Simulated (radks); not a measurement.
Task: Excited configurations of the potassium ion K+: one electron is placed in a higher orbital outside [Ne] 3s2 3p5. The ground configuration is [Ar]. Calculated with a radial shooting solver on a logarithmic mesh with Libxc functionals: non-relativistic Kohn-Sham, TPSS, spin-polarised, spherical densities, point nucleus; open shells are filled with parallel spins first; meta-GGA in the generalised Kohn-Sham scheme. Excitation = E - E(ground); binding = E(ion) - E, where the ion is the core of charge +2; n* = 2/sqrt(2 binding) in atomic units, and the quantum defect is n - n*.

| outer orbital | excitation (eV) | binding (eV) | n* | quantum defect | eigenvalue (eV) | <r> (bohr) |
|---|---|---|---|---|---|---|
| 4p | 23.276 | 8.520 | 2.527 | 1.473 | -6.570 | 4.553 |
| 4f | 28.234 | 3.562 | 3.909 | 0.091 | -2.582 | 8.631 |
| 6p | 28.930 | 2.866 | 4.358 | 1.642 | -2.304 | 14.53 |

Estimate the row for 4s.

Result: excitation (eV) 20.508; binding (eV) 11.288; n* 2.196; quantum defect 1.804; eigenvalue (eV) -8.874; <r> (bohr) 3.762. The Delta-SCF ionisation energy is 31.796 eV (NIST Atomic Spectra Database: 31.625 eV, measured). Self-interaction in the functional shifts the binding energies and quantum defects, so they are the method's values and not measured ones. Open shells are spherical and high-spin; term and fine-structure splittings are not resolved.
